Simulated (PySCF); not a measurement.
# Reading the logs of faulty runs: GeH7Si2

All numbers below are calculated, not measured. They come from PySCF 2.14.0, an open-source quantum chemistry program, on an isolated molecule that a program drew, which may never have been made. The molecule is GeH7Si2 (charge 0, doublet), drawn as the SMILES string `[SiH3][SiH2][GeH2]`.

Each row is a Hartree-Fock (HF) and frozen-core CCSD(T) single point in the cc-pV(D+d)Z basis, meant for a local HF minimum. Run 1 is clean. Each other run has one planted mistake out of seven kinds, and not every kind appears here: one electron removed, one electron added, multiplicity raised by two, geometry at a saddle point, minimal basis STO-3G, one bond length entered in bohr, all coordinates scaled. The reference is restricted for singlets and unrestricted otherwise, and also for a bond in bohr. Adding or removing an electron swaps singlet and doublet. Electrons count all cores. HOMO and LUMO are orbital energies over both spins, the gradient is its largest component, and the lowest frequency (negative if imaginary) is given only where the gradient is small. Bond lengths are over the 9 bonds as drawn. T1 is the CCSD diagnostic: over 0.02 (restricted) or 0.045 (unrestricted) a single reference is doubtful. Germanium has the cc-pVDZ-PP basis, with a core potential (ECP10MDF) in place of its 10 inner electrons, and its 3s, 3p and 3d shells are frozen in CCSD(T).

Geometry of the clean run:
```xyz
10
GeH7Si2, angstrom
Si    0.0469    2.0144   -0.7635
Si    2.3174    1.5854   -1.2884
Ge    3.4159    0.2272    0.3617
H    -0.0405    2.7277    0.5331
H    -0.6924    0.7340   -0.6568
H    -0.5870    2.8485   -1.8137
H     2.4053    0.8832   -2.5924
H     3.0575    2.8671   -1.3936
H     3.4876    0.8853    1.7481
H     2.8034   -1.1740    0.5089
```

| run | electrons | basis functions | <S^2> | HOMO (eV) | LUMO (eV) | gradient (hartree/bohr) | lowest frequency (cm^-1) | mean bond (Å) | longest bond (Å) | T1 | HF (hartree) | CCSD(T) (hartree) | mistake |
|---|---|---|---|---|---|---|---|---|---|---|---|---|---|
| 1 | 67 | 104 | 0.758 | -8.41 | 0.72 | 1.8e-05 | 96 | 1.6956 | 2.403 | 0.0139 | -875.29283 | -875.65692 | no fault |
| 2 | 67 | 104 | 1.581 | -8.45 | 0.66 | 9.6e-03 | - | 1.8422 | 2.801 | 0.0484 | -875.18271 | -875.53655 | one bond length entered in bohr |
| 3 | 66 | 104 | 0.000 | -15.69 | -6.60 | 4.6e-02 | - | 1.6956 | 2.403 | 0.0186 | -875.01622 | -875.37306 | one electron removed |
| 4 | 67 | 104 | 3.768 | -3.65 | -2.35 | 8.5e-02 | - | 1.6956 | 2.403 | 0.0957 | -875.05055 | -875.41652 | multiplicity raised by two |
| 5 | 67 | 104 | 0.758 | -8.46 | 0.45 | 3.0e-02 | - | 1.8228 | 2.583 | 0.0144 | -875.25555 | -875.62544 | ? |

**Which mistake was planted in run 5, and what did it cost?**

The mean and the longest bond both change by the same factor, 1.075, and the gradient is no longer small. So the mistake is: all coordinates scaled. Subtracting run 1 and multiplying by 627.51 kcal/mol a hartree, the energy moved by 23.4 kcal/mol in HF and 19.8 kcal/mol in CCSD(T).

Cautions from the logs. Run 2: T1 is over the limit, so its CCSD(T) energy is less reliable; run 4: T1 is over the limit, so its CCSD(T) energy is less reliable.
